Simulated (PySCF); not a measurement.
## RhO₄⁻: breathing scan

These are results of UPBE/[Rh def2-SVPD with ECP28, O def2-SVPD], scalar-relativistic core potentials, density fitting, no spin–orbit coupling, PySCF, not measurements.

Rigid scan from the triplet minimum (Rh–O 1.768 Å (×4); O–Rh–O 109.5° (×6)). Coordinate: all bonds to the central atom scaled together. Energies in kJ/mol from the minimum.

```csv
scale of all bonds to the centre,E (kJ/mol),⟨S²⟩
0.88,485.4,2.00
0.92,185.8,2.00
0.96,40.1,2.01
1.00,0.0,2.01
1.04,30.6,2.01
1.08,106.4,2.02
1.14,267.5,2.03
1.22,514.6,2.09
1.35,888.7,2.75
```

Spin contamination is strong at 1.35, so these points are less reliable.

Open d and f shells are described by one determinant, and the ground state may have another occupation or spin.

Other isomers or separated fragments may lie lower.
